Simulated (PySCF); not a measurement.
**La(III) with different ligands**

Computed with PySCF 2.14.0, PBE0, def2-SVP on the ligands, density fitting, scalar-relativistic core potentials, no spin-orbit coupling, vacuum. The metal has def2-SVP with ECP46. Each complex is relaxed within the symmetry of a template of the same shape. Distances are means of the shortest metal–ligand contacts, charges and spins Mulliken's; removal energies are rigid, with the ligand's formal charge and no counterpoise, so too large; for an anion taken off a cation in vacuum most of it is the attraction of opposite charges, and multiply charged cations can part far more cheaply with an electron moved from ligand to metal.

| complex | point group | M–first ligand (Å) | charge on M (e) | dipole (D) | HOMO–LUMO gap (eV) | removal of one first-named ligand (eV) | strongest infrared band, degenerate modes summed (cm⁻¹) | unstable modes (below −25 cm⁻¹) |
| --- | --- | --- | --- | --- | --- | --- | --- | --- |
| LaCl3(H2O) | C1 | 2.634 | 0.95 | 5.03 | 6.57 | 8.83 | 3924 | 0 |
| LaH3(NH3) | C3v | 2.153 | 0.77 | 7.60 | 5.04 | 8.51 | 1306 | 0 |
| LaF3(H2O) | Cs | 2.157 | 1.22 | 7.22 | 7.69 | 10.56 | 547 | 0 |
| La(OH)3(NH3) | Cs | 2.206 | 0.99 | 4.37 | 6.32 | 9.91 | 550 | 0 |
| LaH3(H2O) | Cs | 2.147 | 0.77 | 7.79 | 4.82 | 8.59 | 1316 | 0 |
| La(SH)3(H2O) | C1 | 2.747 | 0.83 | 4.41 | 5.36 | 8.56 | – | not given |

(1) What does the calculation give for LaF3(NH3)?

Moved off a saddle point of the template and relaxed again: LaCl3(H2O). One start shape was tried for each, so a minimum needn't be the lowest isomer.

Answers

(1) point group: C3v, M–first ligand (Å): 2.162, charge on M (e): 1.21, dipole (D): 6.80, HOMO–LUMO gap (eV): 7.90, removal of one first-named ligand (eV): 10.48, strongest infrared band, degenerate modes summed (cm⁻¹): 544, unstable modes (below −25 cm⁻¹): 0.
```xyz
8

La    0.1175   -0.1175    0.1175
F     1.2052    1.4012    1.2052
F    -1.4012   -1.2052    1.2052
F     1.2052   -1.2052   -1.4012
N    -1.4556    1.4556   -1.4556
H    -2.0697    2.0697   -0.9169
H    -0.9169    2.0697   -2.0697
H    -2.0697    0.9169   -2.0697
```
